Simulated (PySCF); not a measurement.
Static response to an electric field

2,4-hexanedione, C₆H₁₀O₂.
Structure used (PBE0-D3(BJ)/def2-SVP), in Å, numbered top down from 1:
```xyz
18
C6H10O2 angstrom
C      2.598    0.399   -0.731
C      1.501   -0.260    0.078
C      0.288   -0.633   -0.734
O      0.230   -0.511   -1.934
C     -0.921   -1.107    0.064
C     -1.761    0.132    0.361
C     -2.755    0.512   -0.698
O     -1.573    0.777    1.363
H      2.244    1.336   -1.184
H      2.925   -0.253   -1.553
H      3.469    0.629   -0.100
H      1.146    0.377    0.908
H      1.855   -1.185    0.570
H     -1.479   -1.826   -0.551
H     -0.617   -1.553    1.020
H     -3.576   -0.223   -0.710
H     -2.276    0.472   -1.689
H     -3.160    1.512   -0.497
```

Level: CAM-B3LYP/def2-SVPD (PySCF), static field, nuclei fixed, core orbitals frozen in the response. The polarisability tensor in these axes (au):

```
x   86.52 -1.09  0.19
y   -1.09 67.69  2.39
z    0.19  2.39 78.23
```

**Question.** Diagonalise the tensor; give its mean and Δα, where Δα² is half the sum of the squared differences of the eigenvalues.

**Answer.** Principal values 67.11, 78.75 and 86.58 au; mean 77.48 au = 11.48 Å³ = 12.77 × 10⁻⁴⁰ C²·m²/J; Δα = 16.97 au (22 % of the mean).

**Question.** What is the dipole moment, and where does it point?

**Answer.** (-0.14, -1.60, 0.29) D, 1.63 D in size, pointing from the negative to the positive side. Measured along this direction, the outermost atoms are H9 at the negative end and H14 and H15 at the positive end.

**Question.** What would n − 1 = 2πNα be for an ideal gas of these molecules at 273.15 K and 1 atm, electronic part alone?

**Answer.** N = p/kT = 2.6868 × 10¹⁹ cm⁻³, so n − 1 = 2π × N × 11.48 × 10⁻²⁴ cm³ = 1938 × 10⁻⁶ at long wavelengths.

**Question.** Rayleigh depolarisation ratio (linearly polarised light, static tensor)?

**Answer.** ρ = 3Δα²/(45ᾱ² + 4Δα²) = 864.4/(270137 + 1152.5) = 0.00319.

**Question.** In a dilute gas of rigid molecules at 298 K, how does the orientational term μ²/3kT compare with the electronic polarisability?

**Answer.** In Gaussian units μ²/3kT = 21.54 Å³ against 11.48 Å³, a ratio of 1.88; the Debye molar polarisation (4π/3)N_A(α + μ²/3kT) is 83.3 cm³/mol, leaving out the vibrational part.

The structure is a single PBE0-D3(BJ)/def2-SVP conformer in the gas phase; no vibrational or solvent corrections.

These values come from a run that also computed excited states. Cost: about 90 s of CPU time on one thread; the machine was shared, so the figure is rough.
